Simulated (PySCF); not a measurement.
Choosing a molecule for a target property.

All species are isolated and taken at one optimised geometry, non-relativistic unless stated. Electronic properties by PySCF.

Dipoles, sizes and rotational constants follow the conformer. The torsions of the flexible species, by atom-mapped SMILES:
- `[F:1][C:2]([F:3])([F:4])[O:5][C:6]=[C:7]1[CH2:8][CH2:9][CH2:10]1`: F1–C2–O5–C6 -74°, C2–O5–C6–C7 33°
- `[CH2:1]=[CH:2][O:3][CH:4][CH2:5][C:6]([F:7])=[C:8]([F:9])[F:10]`: C1–C2–O3–C4 -176°, C2–O3–C4–C5 -165°, O3–C4–C5–C6 88°, C4–C5–C6–F7 78°

Question: Wanted: smallest rotational constant between 0.7 GHz and 1 GHz (GFN2-xTB) and isotropic g value below 2.0033 (unrestricted B3LYP/pcH-1, mean-field spin–orbit), at GFN2-xTB geometries. Which candidate meets both?
A. `C1CC(C1)=[C]OC(F)(F)F` [radical]
B. `C#C[C]1C[C@@]12C[C@H]2F` [radical]
C. `C=CO[CH]CC(F)=C(F)F` [radical]
D. `C#C[C@@H]1C=CC[C]1F` [radical]

Answer: A. Computed values:
```csv
species,smallest rotational constant,isotropic g value
C=CO[CH]CC(F)=C(F)F [radical],0.623 GHz,2.00310
C1CC(C1)=[C]OC(F)(F)F [radical],0.723 GHz,2.00233
C#C[C]1C[C@@]12C[C@H]2F [radical],1.160 GHz,2.00286
C#C[C@@H]1C=CC[C]1F [radical],1.311 GHz,2.00353
```
